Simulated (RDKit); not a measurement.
Input file for RDKit: UFF on HCl (SMILES Cl).

```python
from rdkit import Chem
from rdkit.Chem import AllChem, rdDetermineBonds

blocks = [
'''2

Cl   -0.31279745    0.47295316    3.37613835
H    -0.21166095    0.43399899    2.07638770
''',
]
mol = None
for b in blocks:
    f = Chem.MolFromXYZBlock(b)
    rdDetermineBonds.DetermineBonds(f, charge=0)
    mol = f if mol is None else Chem.CombineMols(mol, f)
Chem.SanitizeMol(mol)
print(Chem.MolToSmiles(Chem.RemoveHs(mol)))
ff = AllChem.UFFGetMoleculeForceField(mol, vdwThresh=100.0, ignoreInterfragInteractions=False)
e = ff.CalcEnergy()
print(f'UFF energy {e:.6f} kcal/mol')
```

The log:

```
Cl
UFF energy 1.086740 kcal/mol
```

The run finished.

Cost: about 0.020 core-seconds (a rough figure).
